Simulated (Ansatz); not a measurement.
A nudged elastic band was laid between two geometries of CH7BClNOSi (13 atoms, charge 0, multiplicity 1).

Theory: UKS CAM-B3LYP-D4/STO-3G in Ansatz 0.2.0.

- movable images: 5
- climbing image: yes
- spring: 5.0 eV/Å²
- optimiser: quadratic models (default)
- start path: through a guess of the saddle point
- force threshold: 0.03 eV/Å
- iteration limit: 25
- end points: relaxed

Image 0:

```xyz
13
Properties=species:S:1:pos:R:3
C -1.249 -1.634 1.239
N -0.213 -0.997 0.376
B -0.048 0.348 0.097
Cl -1.222 1.510 0.842
Si 1.375 1.052 -1.066
O 0.821 2.293 -2.115
H -1.858 -2.339 0.649
H -0.773 -2.180 2.070
H -1.893 -0.841 1.641
H 0.435 -1.694 -0.046
H 2.467 1.524 -0.241
H 1.901 0.022 -1.926
H 0.279 2.902 -1.505
```

Image 6:

```xyz
13
Properties=species:S:1:pos:R:3
C -1.038 -1.609 1.055
N -0.443 -0.552 0.196
B -0.512 0.835 0.331
Cl -1.465 1.439 1.767
Si 0.264 2.080 -0.995
O 1.382 0.582 -1.667
H -1.745 -2.233 0.482
H -0.256 -2.263 1.479
H -1.576 -1.112 1.874
H 0.075 -0.937 -0.621
H 2.265 0.524 -1.173
H 1.389 2.425 -0.100
H 1.680 0.786 -2.613
```

Problem. What changes between the two ends?

Solution. Bonds broken: Si5–H11. Bonds formed: O6–H11.

Problem. What energy profile does the band end with?

Solution. The run ended unconverged. The highest image is number 5 of 0 to 6, 261.4 kJ/mol above the first end and 14.8 kJ/mol above the last; the last end lies 246.7 kJ/mol above the first. The band didn't meet its force threshold, so its energies are provisional: the largest band force was still 0.18 eV/Å, and over the last iterations the top moved between 2.68 and 2.71 eV. Neighbouring images lie up to 3.3 Å apart, so the band is torn or far too coarse. The orbitals stay closed-shell, which can raise the energy where a bond breaks towards radicals; this wasn't checked here. Limits of this set-up: minimal basis.

| image | path coordinate (Å) | energy (kJ/mol) | Si5–H11 (Å) | O6–H11 (Å) |
| --- | --- | --- | --- | --- |
| 0 | 0.00 | 0.0 | 1.45 | 2.61 |
| 1 | 1.70 | 1.8 | 1.45 | 2.61 |
| 2 | 3.40 | 2.8 | 1.44 | 2.61 |
| 3 | 5.10 | -0.1 | 1.44 | 2.62 |
| 4 | 6.80 | 46.1 | 1.46 | 2.24 |
| 5 | 8.50 | 261.4 | 2.51 | 1.01 |
| 6 | 11.85 | 246.7 | 2.54 | 1.01 |

Time of the run: 9.4 min on 1 thread of AMD EPYC 7R43 64-Core Processor (Zen 3) (shared host), peak memory 0.22 GiB.
